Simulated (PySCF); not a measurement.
## Energy of Zr (zirconium, neutral) between two integer charges

The 5s beta orbital of [Kr] 4d2 5s2 is emptied in steps (occupation f), with all orbitals relaxed, ending at [Kr] 4d2 5s1. All numbers are calculated (PySCF 2.14, a scalar-relativistic core potential, in def2-TZVPPD with the def2 core potential (28 electrons) (6s4p3d2f1g, 56 functions)). The exact energy is a straight line in f; departures are measured from the line between the end points of the same method.

```tsv
f	BHandHLYP (eV)	B3LYP (eV)
1	0.000	0.000
0.75	-0.247	-0.388
0.5	-0.336	-0.522
0.25	-0.258	-0.394
0	0.000	0.000
```

| method | E(f=0) − E(f=1) (eV) | −ε at f=1 (eV) | −ε at f=0.5 (eV) |
| --- | --- | --- | --- |
| BHandHLYP | 6.371 | 5.078 | 6.340 |
| B3LYP | 6.618 | 4.570 | 6.599 |

Orbital energy along the path (eV):

```json
{"f": "1", "BHandHLYP": "-5.078", "B3LYP": "-4.570"}
{"f": "0.75", "BHandHLYP": "-5.693", "B3LYP": "-5.570"}
{"f": "0.5", "BHandHLYP": "-6.340", "B3LYP": "-6.599"}
{"f": "0.25", "BHandHLYP": "-7.035", "B3LYP": "-7.662"}
{"f": "0", "BHandHLYP": "-7.731", "B3LYP": "-8.663"}
```

Reference removal energy between the ground levels: 6.634 eV (measured; NIST Atomic Spectra Database, ionization energies). The calculation has no spin-orbit coupling.
